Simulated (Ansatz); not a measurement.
A nudged elastic band was laid between two geometries of CH₄GaNSi (8 atoms, charge 0, multiplicity 1).

All numbers below come from Ansatz 0.2.0, RKS revPBE/def2-SVP.

- movable images: 7
- climbing image: yes
- spring: 5.0 eV/Å²
- optimiser: quadratic models (default)
- start path: IDPP
- force threshold: 0.05 eV/Å
- iteration limit: 60
- end points: relaxed

First end point:

```xyz
8
Properties=species:S:1:pos:R:3
N 2.017 -0.845 2.138
C 1.407 -0.202 1.363
Si 0.399 0.745 0.100
Ga -1.294 -0.680 -0.949
H 1.382 1.302 -0.895
H -0.228 1.902 0.836
H -2.134 -0.066 -2.148
H -1.550 -2.158 -0.445
```

Last end point:

```xyz
8
Properties=species:S:1:pos:R:3
N 1.012 -0.429 2.718
C 0.873 0.051 1.651
Si 0.564 0.738 -0.068
Ga -1.130 -0.758 -1.024
H 1.891 0.725 -0.779
H 0.125 2.164 0.124
H -2.660 -0.351 -0.973
H -0.673 -2.141 -1.649
```

(1) Which bonds break or form, and what moves?

(2) Give the energies along the band, and the barrier.

(3) What is the geometry of the highest image?

## Answers

(1) No bond is made or broken. The dihedral H5–Si3–Ga4–H7 goes from -55 to -147°.

(2) It converged. The highest image is number 6 of 0 to 8, 0.007 eV above the first end and 0.001 eV above the last; the last end lies 0.006 eV above the first. The top lies less than 8 meV above the higher end, about what the thresholds resolve: that end is a shoulder or a very shallow well. A vibrational analysis at the climbing image gives one clearly imaginary mode, 43i cm⁻¹: a first-order saddle point.

```csv
image,path coordinate (Å),energy (eV),dihedral H5–Si3–Ga4–H7 (°)
0,0.00,0.000,-55
1,0.34,0.000,-66
2,0.67,0.001,-77
3,1.01,0.003,-88
4,1.35,0.005,-100
5,1.68,0.006,-112
6,2.02,0.007,-124
7,2.35,0.007,-135
8,2.68,0.006,-147
```

(3) 
```xyz
8
Properties=species:S:1:pos:R:3
N 1.182 -0.498 2.685
C 0.961 0.006 1.644
Si 0.530 0.733 -0.029
Ga -1.159 -0.741 -1.028
H 1.814 0.786 -0.815
H 0.064 2.140 0.230
H -2.591 -0.165 -1.393
H -0.801 -2.261 -1.294
```

The run took 40 s on 2 threads of Intel(R) Xeon(R) Platinum 8488C (Sapphire Rapids), on a shared host, peak memory 0.16 GiB.
